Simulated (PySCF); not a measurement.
Species: allylcyclopentane, C8H14.
Numbering: `[CH2:1]=[CH:2][CH2:3][CH:4]1[CH2:5][CH2:6][CH2:7][CH2:8]1` (hydrogens: H9, H10 on C1; H11 on C2; H12, H13 on C3; H14 on C4; H15, H16 on C5; H17, H18 on C6; H19, H20 on C7; H21, H22 on C8)

Theory: PySCF, PBE0-D3(BJ)/def2-SVP geometry optimisation, gas phase.

Q: List the bond lengths, angles and torsions at this level.

A: 
| bond | length (Å) | order |
| --- | --- | --- |
| C1=C2 | 1.334 | double |
| C2–C3 | 1.496 | single |
| C3–C4 | 1.526 | single |
| C4–C5, C4–C8 | 1.529 | single |
| C5–C6, C7–C8 | 1.534 | single |
| C6–C7 | 1.548 | single |
| C1–H9 | 1.095 | single |
| C1–H10 | 1.093 | single |
| C2–H11 | 1.098 | single |
| C3–H12, C3–H13 | 1.105 | single |
| C4–H14 | 1.108 | single |
| C5–H15, C8–H22 | 1.104 | single |
| C5–H16, C8–H21 | 1.101 | single |
| C6–H17, C7–H19 | 1.100 | single |
| C6–H18, C7–H20 | 1.101 | single |

Bonds in one row agree within 0.01 Å and their mean is given. Orders are formal, as drawn. A selection of angles:
| angle | degrees |
| --- | --- |
| C2–C1–H9 | 121.2 |
| C2–C1–H10 | 121.7 |
| H9–C1–H10 | 117.1 |
| C1–C2–C3 | 125.6 |
| C1–C2–H11 | 118.7 |
| C3–C2–H11 | 115.7 |
| C2–C3–C4 | 113.3 |
| C2–C3–H12 | 109.1 |
| C4–C3–H12 | 108.5 |
| H12–C3–H13 | 106.6 |
| C3–C4–C5 | 114.6 |
| C3–C4–H14 | 108.4 |
| C5–C4–C8 | 102.2 |
| C5–C4–H14 | 108.0 |
| C4–C5–C6 | 104.3 |
| C4–C5–H15 | 108.7 |
| C4–C5–H16 | 113.1 |
| C6–C5–H15 | 110.5 |
| C6–C5–H16 | 113.3 |
| H15–C5–H16 | 107.0 |
| C5–C6–C7 | 105.5 |
| C5–C6–H17 | 112.2 |
| C5–C6–H18 | 109.9 |
| C7–C6–H17 | 112.7 |
| C7–C6–H18 | 110.2 |
| H17–C6–H18 | 106.3 |
| C6–C7–H19 | 112.2 |
| C8–C7–H20 | 110.7 |
| C4–C8–C7 | 104.9 |
| C4–C8–H22 | 108.4 |

Dihedral angles: C1–C2–C3–C4 -119° (anticlinal); C2–C3–C4–C5 -178° (antiperiplanar); C3–C4–C5–C6 -166° (antiperiplanar); C4–C5–C6–C7 28° (synperiplanar); C5–C6–C7–C8 -4° (synperiplanar); C6–C7–C8–C4 -21° (synperiplanar); C3–C4–C8–C7 163° (antiperiplanar). The mirror-image conformer, all signs reversed, is as good.

The 8 C–C bonds span 1.334 Å (C1=C2, drawn double) to 1.548 Å (C6–C7, drawn single), a spread of 0.214 Å. Of the pairs four or more bonds apart, H9···H13 is among the closest relative to their van der Waals radii: 2.45 Å, 102 % of the sum of Bondi's values. The 5-membered ring C4–C5–C6–C7–C8 has internal angles of 102.2° to 105.8° (sum 523°, against 540° for a flat polygon); it is puckered, 0.18 Å rms from its mean plane, widest ring torsion 41°.

Point group: C1 (no symmetry element, even within 0.4 Å). No PBE0-D3(BJ)/def2-SVP frequencies stand behind this structure, so it isn't proved a minimum. The numbers are those of one conformer.
